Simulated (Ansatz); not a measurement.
`[SiH3]C1BN1`. Total charge 0; spin multiplicity 1.

```xyz
10

Si    0.212   -1.371    0.384
C    -0.275    0.138   -0.596
B    -0.752    1.461    0.107
N     0.480    1.404   -0.413
H     1.498   -1.964   -0.086
H     0.381   -1.002    1.816
H    -0.843   -2.414    0.264
H    -0.606   -0.047   -1.620
H    -1.534    2.128    0.692
H     1.438    1.668   -0.548
```

(1) Give the diagnostics of a CCSD(T)/def2-TZVPP run (frozen core, Ansatz 0.2.0). (Best estimate.)

Results:

(1) Computed: T1 = 0.0136, largest single amplitude 0.025, largest double 0.017, (T) share of the correlation energy 4.0 %, 10 CCSD cycles. The RHF solution is stable towards an unrestricted one. T1 lies under the customary mark of 0.02 for closed shells.
